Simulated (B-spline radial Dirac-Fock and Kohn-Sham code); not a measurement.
P⁴⁺ 2p3/2: cross section and angular parameters

System: phosphorus as P⁴⁺, configuration [Ne] 3s1; threshold 196.8 eV (orbital energy of the model). Method: Dirac-Hartree-Slater photoionisation with a Latter tail; cross sections with all multipoles, angular parameters from the dipole term and its interference with E2. Computed with an atomic code on a B-spline grid.

For linearly polarised light dσ/dΩ = σ/(4π) [1 + β P₂(cos θ) + (δ + γ cos²θ) sin θ cos φ], with θ from the polarisation vector and φ the angle between the beam and the projection of the electron momentum on the plane normal to the polarisation.

| hν (eV) | σ (kb) | β | γ | δ |
| --- | --- | --- | --- | --- |
| 249 | 1570 | 1.353 | 0.015 | 0.012 |
| 300 | 1020 | 1.452 | 0.066 | 0.014 |
| 338 | 759 | 1.479 | 0.102 | 0.015 |
| 600 | 167 | 1.438 | 0.283 | 0.023 |
| 667 | 124 | 1.411 | 0.317 | 0.025 |
| 772 | 80.9 | 1.367 | 0.364 | 0.028 |
| 832 | 64.9 | 1.342 | 0.389 | 0.031 |
| 1200 | 21.5 | 1.198 | 0.507 | 0.045 |
| 1240 | 19.4 | 1.183 | 0.517 | 0.046 |
| 1253.6 | 18.7 | 1.179 | 0.521 | 0.047 |
| 1290 | 17.1 | 1.166 | 0.530 | 0.048 |
| 1680 | ? | ? | ? | ? |
| 1810 | 5.80 | 1.008 | 0.635 | 0.070 |
| 2984.4 | 1.08 | 0.765 | 0.770 | 0.116 |
| 3070 | 0.982 | 0.752 | 0.777 | 0.119 |
| 9251.7 | 0.0182 | 0.318 | 1.035 | 0.299 |
| 9770 | 0.0148 | 0.301 | 1.049 | 0.311 |
| 10500 | 0.0113 | 0.279 | 1.068 | 0.327 |

**Question.** Give the values at 1680 eV.

**Answer.** σ = 7.39 kb, β = 1.044, γ = 0.613, δ = 0.064.
